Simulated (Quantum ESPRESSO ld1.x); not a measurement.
Input (ld1.x (Quantum ESPRESSO 7.5)):

```
 &input
    zed=63.0,
    iswitch=1,
    rel=1,
    lsd=1,
    dft='PZ',
    config='[Ar] 3d1',
    verbosity='high',
    prefix='ld1',
    max_out_wfc=37,
    file_charge='ld1.rho',
 /
```

Command: `OMP_NUM_THREADS=1 ld1.x < ld1.in > ld1.out`

Standard output:

```
     Program LD1 v.7.5 starts

     --------------------------- All-electron run ----------------------------

     scalar relativistic calculation

     atomic number is 63.00
     dft =PZ   lsd =1 sic =0 latt =0  beta=0.20 tr2=1.0E-14
     Exchange-correlation= PZ
                           (   1   1   0   0   0   0   0)
     mesh =2095 r(mesh) = 100.37019 a.u. xmin = -8.00 dx = 0.00800
     1 Ry =  13.60569312 eV, c = 137.03599908

     n l     nl                  e(Ry)          e(Ha)          e(eV)
     1 0     1S 1( 1.00)   -3748.434971651   -1874.217485826 -51000.0559158
     2 0     2S 1( 1.00)    -775.090719175    -387.545359588 -10545.6464676
     2 1     2P 1( 3.00)    -712.945327181    -356.472663591  -9700.1153351
     3 0     3S 1( 1.00)    -292.659744108    -146.329872054  -3981.8386678
     3 1     3P 1( 3.00)    -273.620303074    -136.810151537  -3722.7938759
     3 2     3D 1( 1.00)    -252.613860518    -126.306930259  -3436.9866648
     1 0     1S 2( 1.00)   -3748.424628725   -1874.212314362 -50999.9151931
     2 0     2S 2( 1.00)    -774.724509414    -387.362254707 -10540.6639299
     2 1     2P 2( 3.00)    -712.656936927    -356.328468464  -9696.1915858
     3 0     3S 2( 1.00)    -292.270083926    -146.135041963  -3976.5370709
     3 1     3P 2( 3.00)    -273.218799793    -136.609399897  -3717.3311454
     3 2     3D 2( 0.00)    -252.110041120    -126.055020560  -3430.1318527

     final scf error:  6.7E-15 reached in  27 iterations

     Etot =  -18309.760949 Ry,   -9154.880474 Ha, -249116.988623 eV
     Total magnetization:    1.00 Bohr mag.

     Ekin =   19828.995284 Ry,    9914.497642 Ha,  269787.224776 eV
     Encl =  -40457.070758 Ry,  -20228.535379 Ha, -550446.489387 eV
     Eh   =    2601.331385 Ry,    1300.665693 Ha,   35392.916538 eV
     Exc  =    -283.016860 Ry,    -141.508430 Ha,   -3850.640551 eV

     normalization and overlap integrals

     s(1S/1S) =  1.000000  <r> =   0.0223  <r2> =    0.0007  r(max) =   0.0142
     s(1S/2S) = -0.022268
     s(1S/3S) = -0.010396
     s(2S/2S) =  1.000000  <r> =   0.0944  <r2> =    0.0105  r(max) =   0.0805
     s(2S/3S) = -0.006554
     s(2P/2P) =  1.000000  <r> =   0.0831  <r2> =    0.0084  r(max) =   0.0649
     s(2P/3P) = -0.005320
     s(3S/3S) =  1.000000  <r> =   0.2324  <r2> =    0.0615  r(max) =   0.2189
     s(3P/3P) =  1.000000  <r> =   0.2271  <r2> =    0.0595  r(max) =   0.2120
     s(3D/3D) =  1.000000  <r> =   0.2009  <r2> =    0.0466  r(max) =   0.1695
     s(1S/1S) =  1.000000  <r> =   0.0223  <r2> =    0.0007  r(max) =   0.0142
     s(1S/2S) = -0.022275
     s(1S/3S) = -0.010385
     s(2S/2S) =  1.000000  <r> =   0.0944  <r2> =    0.0105  r(max) =   0.0805
     s(2S/3S) = -0.006550
     s(2P/2P) =  1.000000  <r> =   0.0831  <r2> =    0.0084  r(max) =   0.0649
     s(2P/3P) = -0.005316
     s(3S/3S) =  1.000000  <r> =   0.2325  <r2> =    0.0616  r(max) =   0.2189
     s(3P/3P) =  1.000000  <r> =   0.2272  <r2> =    0.0596  r(max) =   0.2120
     s(3D/3D) =  1.000000  <r> =   0.2011  <r2> =    0.0467  r(max) =   0.1695

     ------------------------ End of All-electron run ------------------------
```

Run on one thread of a shared host, so times are rough (Intel(R) Xeon(R) Processor @ 2.60GHz): 0.7 s of CPU time, 0.76 s wall, 27 iterations on 2095 mesh points.
